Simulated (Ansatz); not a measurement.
C2H9FSi2, SMILES `CC(F)[SiH2][SiH3]` at its PBE0-D4/def2-TZVP geometry, where that method's forces vanish. Total charge 0; spin multiplicity 1.

| atom | x (Å) | y (Å) | z (Å) |
| --- | --- | --- | --- |
| C1 | 1.775 | 1.441 | 0.333 |
| C2 | 1.020 | 0.229 | -0.154 |
| F3 | 1.516 | -0.909 | 0.500 |
| Si4 | -0.864 | 0.297 | 0.140 |
| Si5 | -1.840 | -1.770 | -0.356 |
| H6 | 1.437 | 2.333 | -0.201 |
| H7 | 1.614 | 1.601 | 1.402 |
| H8 | 2.847 | 1.322 | 0.158 |
| H9 | 1.210 | 0.077 | -1.224 |
| H10 | -1.426 | 1.363 | -0.738 |
| H11 | -1.118 | 0.677 | 1.558 |
| H12 | -1.463 | -2.184 | -1.735 |
| H13 | -1.385 | -2.810 | 0.602 |
| H14 | -3.323 | -1.666 | -0.285 |

Task: For each bond, give half the difference of the two atoms' forces along it (eV/Å; positive pushes the atoms apart) under PBE-D4, r2SCAN-D4, B3LYP-D4, ωB97M-V in def2-TZVPP. (Estimate.)

Result: Computed: 
```tsv
bond	length (Å)	PBE-D4	r2SCAN-D4	B3LYP-D4	ωB97M-V
C1–C2	1.509	-0.04	0.05	0.12	0.16
C1–H6	1.093	0.09	-0.03	-0.06	-0.07
C1–H7	1.092	0.10	-0.04	-0.06	-0.07
C1–H8	1.093	0.12	-0.03	-0.08	-0.09
C2–F3	1.403	0.52	0.38	0.42	0.28
C2–Si4	1.909	-0.02	-0.04	-0.01	-0.07
C2–H9	1.097	0.08	-0.07	-0.16	-0.15
Si4–Si5	2.339	-0.10	0.00	0.10	0.07
Si4–H10	1.491	0.07	-0.02	-0.09	-0.10
Si4–H11	1.489	0.09	-0.02	-0.09	-0.11
Si5–H12	1.489	0.09	-0.01	-0.07	-0.10
Si5–H13	1.486	0.09	-0.02	-0.08	-0.11
Si5–H14	1.488	0.08	-0.02	-0.07	-0.10
```

B3LYP here is the variant with VWN-RPA as its local correlation; programs differ in this.
